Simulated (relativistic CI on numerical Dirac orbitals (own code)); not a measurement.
**Magnetism of Co4+, 3d5, in a crystal field**

Calculated by Dirac-Coulomb-Breit CI, KLI orbitals optimised for each configuration, a model potential for QED, valence Slater integrals scaled by 0.7, one configuration in a parametric crystal field (own radial code).

Field parameters in Wybourne normalisation: D3d B²₀ = −7Dσ, B⁴₀ = −14Dq − 21Dτ, B⁴₃ = −14√(10/7) Dq; D4h B²₀ = −7Ds, B⁴₀ = 21(Dq − Dt), B⁴₄ = 21√(5/14) Dq; Oh B⁴₀ = 21Dq, B⁴₄ = √(5/14) B⁴₀; Td as Oh with Dq negative (B⁴₀ = 21Dq, B⁴₄ = √(5/14) B⁴₀). The field is a parameter set, without covalency.

S is read from ⟨S²⟩ = S(S + 1).

Powder χT (cm³ K mol⁻¹) by Van Vleck's formula, with temperature-independent terms:

```
                                       Field    2 K    5 K   10 K   20 K   50 K  100 K  200 K  300 K
 D3d, 10Dq = 33850, Dσ = -960, Dτ = 490 cm⁻¹  0.658   0.66  0.664   0.67  0.691  0.726  0.794  0.854
D4h, 10Dq = 27000, Ds = -490, Dt = -740 cm⁻¹  0.537  0.538   0.54  0.544  0.555  0.574  0.611  0.649
 D4h, 10Dq = 28250, Ds = 140, Dt = -140 cm⁻¹  0.581  0.583  0.587  0.594  0.615  0.651  0.722  0.792
D4h, 10Dq = 30300, Ds = -520, Dt = -250 cm⁻¹   0.52  0.523  0.528   0.54  0.573  0.629   0.74  0.845
D4h, 10Dq = 38250, Ds = 2960, Dt = 1160 cm⁻¹  0.558   0.56  0.561  0.565  0.577  0.596  0.634  0.673
                       Oh, 10Dq = 28600 cm⁻¹  0.523  0.526  0.532  0.544  0.578  0.635   0.75  0.859
                       Oh, 10Dq = 32500 cm⁻¹  0.511  0.514   0.52  0.531  0.565  0.621  0.734  0.841
                       Td, 10Dq = -7200 cm⁻¹   4.38   4.38   4.38   4.38   4.38   4.38   4.38   4.38
```

Question: For Oh, 10Dq = 28600 cm⁻¹: what effective moment follows at 300 K?

Answer: μ_eff = √(8χT) = 2.62 μB. The ground level has S = 0.52; the spin-only moment for S = 1/2 is 1.73 μB. The difference comes from the orbital moment, spin-orbit mixing of terms and temperature-independent paramagnetism, all larger in this ionic model than in covalent complexes.
